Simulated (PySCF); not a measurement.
Solvent effects on NMR parameters

Mapped SMILES: `[CH3:1][C:2]([CH3:3])=[CH:4][c:5]1[cH:6][cH:7][cH:8][cH:9][cH:10]1`. Each H is labelled by its parent atom.

GIAO PBE0/pcSseg-1 in PySCF 2.14 on one PBE0-D3(BJ)/def2-SVP conformer, non-relativistic, equivalent nuclei averaged. Solvents enter as an IEF-PCM continuum (chloroform with ε = 4.7, tetrahydrofuran with ε = 7.4) around the gas-phase geometry. Shifts are referred to TMS computed in the same medium.

In chloroform, δ in ppm: C2 147.2, C5 144.6, C6/C10 135.6, C7/C9 134.4, C4 133.2, C8 132.2, C1 29.8, C3 21.1, H(C7)/H(C9) 7.58, H(C8) 7.41, H(C6)/H(C10) 7.40, H(C4) 6.58, H(C1) 2.02, H(C3) 1.97. Dipole moment 1.00 D.

**Question.** How does each δ change in the more polar medium?

**Answer.** 
| atoms | environment | Δδ, tetrahydrofuran |
| --- | --- | --- |
| C2 | fully substituted alkene carbon | +0.6 |
| C5 | substituted aromatic carbon | +0.1 |
| C6/C10 | aromatic CH | +0.1 |
| C7/C9 | aromatic CH | +0.2 |
| C4 | alkene CH | -0.2 |
| C8 | aromatic CH | +0.2 |
| C1 | allylic methyl carbon | 0.0 |
| C3 | allylic methyl carbon | +0.1 |
| H(C7)/H(C9) | hydrogen on an aromatic CH | +0.03 |
| H(C8) | hydrogen on an aromatic CH | +0.03 |
| H(C6)/H(C10) | hydrogen on an aromatic CH | +0.02 |
| H(C4) | hydrogen on an alkene CH | +0.01 |
| H(C1) | hydrogen on an allylic methyl carbon | +0.01 |
| H(C3) | hydrogen on an allylic methyl carbon | +0.01 |

Changes are relative to chloroform. The dipole moment becomes 1.04 D in tetrahydrofuran.

**Question.** Which nuclei move most (in ppm), and what does the model miss?

**Answer.** C2 (fully substituted alkene carbon, +0.6 ppm) in tetrahydrofuran. A continuum only polarises the solute; specific hydrogen bonds, the anisotropy of aromatic solvents and changes of geometry or conformer are outside it.
